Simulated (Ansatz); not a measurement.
The cluster SiAu₂ (the lowest singlet isomer of a short search) was relaxed with PBE-D4 (def2-TZVP) in Ansatz in these states: neutral quintet, neutral singlet, neutral triplet. The geometries follow in no particular order.

In the def2 sets Au takes a core potential; there is no spin–orbit coupling.

A:

```xyz
3

Au   -1.324   -0.388   -1.056
Au    1.133   -0.633    1.156
Si    0.191    1.021   -0.099
```

B:

```xyz
3

Au    0.337   -1.414    1.818
Au   -0.340    1.415   -1.817
Si    0.003    0.000   -0.001
```

C:

```xyz
3

Au   -1.881    0.832    0.123
Au    2.049   -0.195   -0.103
Si   -0.168   -0.637   -0.020
```

**Question.** Judge from the bond lengths which geometry belongs to which state (an estimate).

**Answer.** A is the neutral singlet (Au1–Si3 2.280 Å, Au2–Si3 2.280 Å); B is the neutral quintet (Au1–Si3 2.328 Å, Au2–Si3 2.328 Å); C is the neutral triplet (Au1–Si3 2.262 Å, Au2–Si3 2.262 Å).

At PBE0-D4/def2-TZVP a singlet lies 3.62 eV below the neutral quintet. At PBE0-D4/def2-TZVP a singlet lies 0.96 eV below the neutral triplet. These are the stationary points nearest to one start from a short search; other shapes may lie lower in each state.
